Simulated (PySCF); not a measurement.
C2H7FSn.
Numbering: `[CH3:1][C@@H:2]([F:3])[SnH3:4]` (hydrogens: H5, H6, H7 on C1; H8 on C2; H9, H10, H11 on Sn4)

Method: PBE0-D3(BJ)/def2-SVP geometry optimisation, gas phase, def2 core potentials past Kr in PySCF 2.14.0; density fitting, grid level 1; the optimiser is geomeTRIC in internal coordinates, started from a GFN2-xTB structure with every atom displaced at random (about 0.01 Å).

Step 0: E = -10726.4652 eV
```
atom  x, y, z in Å  |  force x, y, z in eV/Å
C1     -1.2903    0.2370   -0.2316   -0.245   1.817  -0.455
C2     -0.0243    1.0426   -0.1045    0.586  -0.242  -0.011
F3     -0.0659    1.7685    1.0627    0.108   0.012   0.444
Sn4     1.8177   -0.2419   -0.1448   -1.372   0.565   0.472
H5     -2.1573    0.9405   -0.2144    0.249  -0.337   0.092
H6     -1.3189   -0.2619   -1.1868   -0.014  -0.573  -0.613
H7     -1.3969   -0.4528    0.5759   -0.130  -0.862   0.800
H8      0.0817    1.7935   -0.9024   -0.083  -0.166  -0.309
H9      1.9848   -0.8946   -1.6400    0.102  -0.453  -1.145
H10     3.1545    0.6226    0.2415    0.929   0.688   0.274
H11     1.6427   -1.4912    0.9536   -0.130  -0.449   0.449
```

Step 1: E = -10726.5751 eV
```
atom  x, y, z in Å  |  force x, y, z in eV/Å
C1     -1.3111    0.2839   -0.2358    0.144  -0.426   0.093
C2     -0.0031    1.0162   -0.1234    0.089   0.038  -0.072
F3      0.0162    1.7574    1.0462    0.039  -0.031  -0.001
Sn4     1.7704   -0.2819   -0.1151    0.409   0.063  -0.168
H5     -2.1545    0.9788   -0.1222   -0.103   0.041  -0.021
H6     -1.3782   -0.2099   -1.2213   -0.072   0.046   0.111
H7     -1.3840   -0.4969    0.5471   -0.146   0.181  -0.173
H8      0.1190    1.7222   -0.9693    0.005  -0.056   0.119
H9      2.0164   -0.9222   -1.7435   -0.053   0.175   0.582
H10     3.0735    0.8143    0.3097   -0.288  -0.446  -0.129
H11     1.6631   -1.5998    1.0367   -0.023   0.417  -0.340
```

**Question.** Estimate the geometry and energy of step 2. (The exact step hangs on the optimiser's Hessian estimate; all steps are aligned on step 1, rigid shifts and turns removed.)

**Answer.** E = -10726.6342 eV, largest force 0.184 eV/Å
```
atom  x, y, z in Å  |  force x, y, z in eV/Å
C1     -1.3102    0.2710   -0.2332    0.083  -0.020   0.011
C2      0.0012    1.0128   -0.1212   -0.039  -0.088  -0.033
F3      0.0241    1.7475    1.0520   -0.009   0.001   0.044
Sn4     1.7832   -0.2558   -0.1263    0.036   0.158  -0.086
H5     -2.1552    0.9705   -0.1285   -0.008   0.009  -0.026
H6     -1.3878   -0.2226   -1.2145   -0.009   0.009   0.000
H7     -1.4125   -0.5025    0.5443    0.000   0.041   0.002
H8      0.1176    1.7224   -0.9598   -0.069   0.018   0.020
H9      2.0275   -0.9064   -1.6938    0.009  -0.028  -0.034
H10     3.0978    0.7544    0.2932    0.061  -0.022   0.001
H11     1.6418   -1.5291    0.9970   -0.056  -0.080   0.100
```

The energy changes by -0.0591 eV. The first-order estimate −F·Δx gives -0.1173 eV and the mean of the old and new forces, exact on a quadratic surface, -0.0579 eV. The step makes an angle of 43° with the force vector and moves no atom by more than 0.084 Å.

What follows is the cost of the whole optimisation. The run took 26 s of wall time on an Arm Neoverse V1 with one thread, no GPU, on a shared host, and the process peaked at 0.43 GiB of memory.
